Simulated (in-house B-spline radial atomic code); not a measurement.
How numerical settings move a run on Re⁺, [Xe] 4f14 5d5 6s1. Computed with an all-electron radial atomic-structure program (B-spline basis): Dirac-Kohn-Sham PBE0, spherical fractional occupations, Fermi nucleus of rms radius 5.3698 fm.

Command:
```bash
python run_scf.py task.json out
```
Settings of the sound reference run:
```
Z                75
electrons        74
configuration    [Xe] 4f14 5d5 6s1
hamiltonian      dirac
method           pbe0
spin_polarised   False
nucleus          fermi
rms_radius       5.3698
mass_number      187
atomic_mass      186.9558
speed_of_light   137.036
knot_spacing     0.22
spline_order     8
gauss_points     12
box_radius       35.29
max_iterations   70
damping          0.5
damped_steps     3
diis_vectors     10
tolerance        1e-08
start            Thomas-Fermi
```

Run time, properties included: 2.5 s on 1 thread of Intel(R) Xeon(R) Platinum 8488C (shared host).

It converges in 10 iterations to -16713.720524 hartree, with 6s1/2 at -12.5404 eV. The other runs change the listed settings, some to values that make no sense; their results aren't properties of the atom or ion. Radii are in bohr (the nuclear one in fm), a minus after a letter asks for a j subshell, and «unchanged» means within 1e-8 hartree. The run stops when the residual is below 10 × tolerance × max(1, Z/10), or a noise floor if that is larger, and the energy moves by less than 1e-8 × √|E| hartree; so very loose and very tight tolerances often act alike.

```tsv
changed settings	outcome
method = hf, spin_polarised = True	stopped with error: spin polarisation is not served with the Dirac Hamiltonian
box_radius = 2.12, max_iterations = 75, damped_steps = 8	converged in 13 iterations, energy +9.62e+00 hartree from the reference, 6s1/2 level +1.1e+02 eV (the program warns: 6s1/2 has a positive eigenvalue: unbound, held by the box; 5d3/2 has a positive eigenvalue: unbound, held by the box)
spline_order = 6	converged in 10 iterations, energy +2.03e-05 hartree from the reference, 6s1/2 level +2.0e-06 eV
spline_order = 7	converged in 10 iterations, energy +2.54e-06 hartree from the reference, 6s1/2 level +2.8e-06 eV
spline_order = 4	converged in 10 iterations, energy +1.24e-02 hartree from the reference, 6s1/2 level +5.6e-04 eV
tolerance = 1e-06	converged in 8 iterations, energy +1.80e-08 hartree from the reference, 6s1/2 level -7.3e-04 eV
tolerance = 1e-13	converged in 10 iterations, energy unchanged
spline_order = 10	converged in 10 iterations, energy +8.18e-07 hartree from the reference, 6s1/2 level +2.2e-06 eV
diis_vectors = 0	converged in 17 iterations, energy unchanged, 6s1/2 level +1.2e-06 eV
box_radius = 2.12, first_knot = 0.00133, max_iterations = 50, tolerance = 0.01	converged in 8 iterations, energy +9.31e+00 hartree from the reference, 6s1/2 level +1.1e+02 eV (the program warns: 6s1/2 has a positive eigenvalue: unbound, held by the box; 5d3/2 has a positive eigenvalue: unbound, held by the box)
electrons = 82, configuration = [Xe] 4f14 5d5 6s1 8s2 8p6, max_iterations = 75	converged in 20 iterations to -16712.9092 hartree, a different physical problem (warning: 8s1/2 has a positive eigenvalue: unbound, held by the box)
diis_vectors = 2	converged in 13 iterations, energy unchanged, 6s1/2 level +2.3e-05 eV
diis_vectors = 4	converged in 10 iterations, energy unchanged, 6s1/2 level +3.7e-06 eV
```

Q: What happens with diis_vectors = 1?

A: Not converged after 70 iterations, last residual 4.9e+00, last energy +9.48e+02 hartree from the reference.

Q: What happens with spline_order = 3?

A: Converged in 10 iterations, energy +6.10e-01 hartree from the reference, 6s1/2 level +1.9e-02 eV.

Q: What happens with spline_order = 3, gauss_points = 3, max_iterations = 75, tolerance = 1e-06, start = bare nucleus?

A: Converged in 12 iterations, energy +6.12e-01 hartree from the reference, 6s1/2 level +1.9e-02 eV.

Q: What happens with electrons = 76, configuration = [Xe] 4f14 5d5 6s3, max_iterations = 50?

A: Stopped with error: shell 6s holds at most 2 electrons.
